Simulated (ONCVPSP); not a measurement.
Ce: one change to an ONCV potential, before and after

```json
{"Element": "cerium", "Generator": "ONCVPSP 4.0.1", "Type": "optimised norm-conserving Vanderbilt (ONCV)", "Functional": "LDA (Perdew-Wang 92)", "Relativity": "scalar-relativistic", "Frozen core": "[Kr] 4d10", "Valence charge": "12", "Reference configuration": "4f1 5s2 5p6 5d1 6s2", "Partial waves": "5s+6s: rc 2.75 bohr, ncon 4, nbas 7, qcut 4.5 1/bohr, 2 projectors; 5p: rc 2.65 bohr, ncon 4, nbas 9, qcut 6 1/bohr, 1 projector; 5d: rc 2.90 bohr, ncon 4, nbas 7, qcut 2.9 1/bohr, 2 projectors, debl 2.4 Ha; 4f: rc 0.95 bohr, ncon 4, nbas 9, qcut 21 1/bohr, 3 projectors, debl 2 Ha", "Local potential": "polynomial inside 0.90 bohr (lpopt 1, dvloc0 1 Ha)", "Core correction": "Teter function, fcfact 4.5, rcfact 1.05"}
```

All-electron outer shells of the reference configuration (LDA (PZ), scalar-relativistic, ld1.x):

```csv
shell,level (eV),outermost node (bohr),outermost maximum (bohr)
4d,-110.44,0.31,0.66
5s,-40.72,0.75,1.37
5p,-23.30,0.81,1.53
4f,-5.61,–,0.71
6s,-3.89,1.81,3.68
5d,-3.18,0.92,2.18
```

Change: all radii but the core radius scaled by about 1.33 (s 3.66, p 3.52, d 3.86, f 1.26 bohr); local potential polynomial inside 1.20 bohr (lpopt 1, dvloc0 1 Ha).

Cutoffs: the cutoffs (Ha) at which the residual kinetic energy of the hardest occupied pseudo-wave falls to 1 and 0.1 mHa per electron; they do not see the model core or the augmentation charge, which bear on the density cutoff. Errors are all-electron minus pseudo energies relative to the spin-unpolarised reference configuration.

What does the change do?

The potential gets neither clearly harder nor softer (152 Ha and 172 Ha → 164 Ha and 178 Ha); the bound ghosts move from d, p, s to s; of the 3 tests that both files solve, the error grows in 3 and shrinks in 0 by more than 15 % and 0.3 meV (median size 9.3 → 18.9 meV). More of the atom is replaced by a form fitted at one configuration, so other configurations suffer.

```csv
quantity,base,changed
"cutoff, loose",152 Ha,164 Ha
"cutoff, tight",172 Ha,178 Ha
loose cutoff by channel,"s 6.2 Ha, p 7.1 Ha, d 9.8 Ha, f 152 Ha","s 3.4 Ha, p 5.2 Ha, d 4.1 Ha, f 164 Ha"
bound ghosts,"s, p, d",s
GHOST(+) flags under 300 eV,none,d at 100.1 eV
"tests counted as reliable (solved cleanly; for ONCVPSP, near-neutral configurations with less than one 5d electron left out)",3 of 4,3 of 4
"error for 4f1 5s2 5p6 5d1 6s1, meV [ΔE 6.27 eV]",-2.0,-3.6
"error for 4f1 5s2 5p6 5d1 6s0, meV [ΔE 17.61 eV]",-9.3,-19
"error for 4f1 5s2 5p6 5d0 6s0, meV [ΔE 36.94 eV]",+11,+108
"rms error of d²Exc/dni dnj with the model core, mHa",7.57,9.80
```

 A true bound ghost makes a file unfit for plane-wave use even where its test errors are small: the radial tests pick states by their node count and pass the ghost by.
